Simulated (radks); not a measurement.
Ru III, 42 electrons, occupied as [Kr] 4d6. All-electron calculation, Dirac Kohn-Sham, PBE, spin-unpolarised, spherical densities, point nucleus; open shells fill j = l - 1/2 first. Program: a radial shooting solver on a logarithmic mesh with Libxc functionals.

Normalised radial functions P(r) = r R(r) (large component), r in bohr:

r,4s1/2,4p3/2,4d3/2
0.001707,0.0629,0.0012,0.0000
0.001956,0.0707,0.0015,0.0000
0.002241,0.0793,0.0020,0.0000
0.002567,0.0888,0.0026,0.0000
0.002918,0.0986,0.0033,0.0000
0.003343,0.1099,0.0043,0.0000
0.00383,0.1222,0.0056,0.0001
0.004387,0.1353,0.0072,0.0001
0.004987,0.1483,0.0091,0.0001
0.005713,0.1628,0.0118,0.0002
0.006545,0.1777,0.0151,0.0002
0.007499,0.1926,0.0193,0.0003
0.008523,0.2063,0.0243,0.0005
0.009764,0.2199,0.0310,0.0007
0.01119,0.2318,0.0393,0.0009
0.01282,0.2410,0.0495,0.0014
0.01457,0.2462,0.0613,0.0019
0.01669,0.2467,0.0765,0.0028
0.01912,0.2407,0.0948,0.0039
0.02191,0.2263,0.1164,0.0056
0.0251,0.2022,0.1417,0.0080
0.02852,0.1692,0.1688,0.0111
0.03268,0.1222,0.2009,0.0156
0.03744,0.0626,0.2355,0.0218
0.04289,-0.0087,0.2713,0.0302
0.04875,-0.0846,0.3041,0.0407
0.05585,-0.1705,0.3352,0.0553
0.06399,-0.2556,0.3585,0.0741
0.07331,-0.3312,0.3689,0.0981
0.08332,-0.3841,0.3619,0.1259
0.09546,-0.4100,0.3314,0.1612
0.1094,-0.3939,0.2725,0.2022
0.1253,-0.3277,0.1826,0.2480
0.1424,-0.2172,0.0706,0.2933
0.1632,-0.0542,-0.0717,0.3405
0.1869,0.1403,-0.2261,0.3819
0.2142,0.3402,-0.3749,0.4109
0.2434,0.5027,-0.4895,0.4207
0.2789,0.6126,-0.5611,0.4053
0.3195,0.6262,-0.5600,0.3573
0.366,0.5241,-0.4725,0.2730
0.4194,0.3072,-0.2978,0.1525
0.4766,0.0199,-0.0661,0.0099
0.5461,-0.3311,0.2244,-0.1634
0.6256,-0.6730,0.5219,-0.3461
0.7168,-0.9494,0.7842,-0.5220
0.8146,-1.1105,0.9653,-0.6663
0.9333,-1.1562,1.0631,-0.7822
1.069,-1.0794,1.0568,-0.8487
1.225,-0.9127,0.9602,-0.8625
1.392,-0.7144,0.8125,-0.8308
1.595,-0.5021,0.6283,-0.7586
1.828,-0.3197,0.4471,-0.6584
2.094,-0.1834,0.2917,-0.5431
2.38,-0.0980,0.1791,-0.4315
2.726,-0.0446,0.0965,-0.3196
3.124,-0.0176,0.0464,-0.2220
3.579,-0.0060,0.0196,-0.1433
4.067,-0.0018,0.0076,-0.0877
4.66,-0.0004,0.0024,-0.0471
5.339,-0.0001,0.0006,-0.0225

4s1/2: eigenvalue -96.358 eV, 3 radial nodes at r = 0.0422, 0.170, 0.480 bohr, <r> = 1.02 bohr, 90 % of the charge inside 1.48 bohr. 4p3/2: eigenvalue -65.221 eV, 2 radial nodes at r = 0.153, 0.492 bohr, <r> = 1.13 bohr, 90 % of the charge inside 1.67 bohr. 4d3/2: eigenvalue -24.290 eV, 1 radial node at r = 0.481 bohr, <r> = 1.52 bohr, 90 % of the charge inside 2.39 bohr.
